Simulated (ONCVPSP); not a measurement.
**What one change does to a pseudopotential (Ce (Z = 58), ONCV)**

```
Element                 : cerium
Generator               : ONCVPSP 4.0.1
Type                    : optimised norm-conserving Vanderbilt (ONCV)
Functional              : PBE
Relativity              : scalar-relativistic
Frozen core             : [Kr] 4d10
Valence charge          : 12
Reference configuration : 4f1 5s2 5p6 5d1 6s2
Partial waves           : 5s+6s: rc 2.15 bohr, ncon 3, nbas 7, qcut 5.9 1/bohr, 2 projectors; 5p: rc 2.85 bohr, ncon 4, nbas 7, qcut 5.8 1/bohr, 2 projectors, debl 1.2 Ha; 5d: rc 4.00 bohr, ncon 4, nbas 8, qcut 3.6 1/bohr, 3 projectors, debl 2.8 Ha; 4f: rc 1.15 bohr, ncon 5, nbas 9, qcut 16 1/bohr, 2 projectors, debl 1.2 Ha
Local potential         : polynomial inside 0.85 bohr (lpopt 5, dvloc0 1 Ha)
Core correction         : Teter function, fcfact 5.25, rcfact 1.8
```

Change: local potential polynomial inside 1.15 bohr (lpopt 5, dvloc0 3 Ha).

Cutoffs: the cutoffs (Ha) at which the residual kinetic energy of the hardest occupied pseudo-wave falls to 1 and 0.1 mHa per electron; they do not see the model core or the augmentation charge, which bear on the density cutoff. Errors are all-electron minus pseudo energies relative to the spin-unpolarised reference configuration.

Q: What does the change do?

A: The potential gets neither clearly harder nor softer (104 Ha and 115 Ha → 104 Ha and 115 Ha); the bound ghosts move from d, p, s to s; the lowest positive-energy flag moves from d at 152.5 eV to p at 57.0 eV; the errors of the 4 common tests hardly move; the range in which the p phases agree narrows (upper end 3.5 → 2.0). In the separable form a ghost depends on how the local part lies against the semilocal potential of the channel, so the choice of the local part can create or remove one.

| quantity | base | changed |
| --- | --- | --- |
| cutoff, loose | 104 Ha | 104 Ha |
| cutoff, tight | 115 Ha | 115 Ha |
| bound ghosts | s, p, d | s |
| GHOST(+) flags under 300 eV | d at 152.5 eV | p at 57.0 eV, d at 78.5 eV, d at 161.2 eV |
| error for 4f1 5s2 5p6 5d1 6s1, meV [ΔE 6.07 eV] | -21 | -21 |
| error for 4f1 5s2 5p6 5d1 6s0, meV [ΔE 17.15 eV] | -133 | -132 |
| error for 4f1 5s2 5p6 5d0 6s0, meV [ΔE 36.33 eV] | -85 | -85 |
| error for 4f1 5s2 5p6 5d1.5 6s1.5, meV [ΔE 0.40 eV] | -5.3 | -5.2 |
| s: phases at 2.18 bohr within 0.05 rad from the reference energy up to (Ha; the scan ends near 5) | 4.8 | to the end of the scan |
| p: phases at 2.89 bohr within 0.05 rad from the reference energy up to (Ha; the scan ends near 5) | 3.5 | 2.0 |
| d: phases at 4.07 bohr within 0.05 rad from the reference energy up to (Ha; the scan ends near 5) | -0.0 | -0.0 |
| f: phases at 1.17 bohr within 0.05 rad from the reference energy up to (Ha; the scan ends near 5) | to the end of the scan | to the end of the scan |
| rms error of d²Exc/dni dnj with the model core, mHa | 4.71 | 4.71 |

 A true bound ghost makes a file unfit for plane-wave use even where its test errors are small: the radial tests pick states by their node count and pass the ghost by.
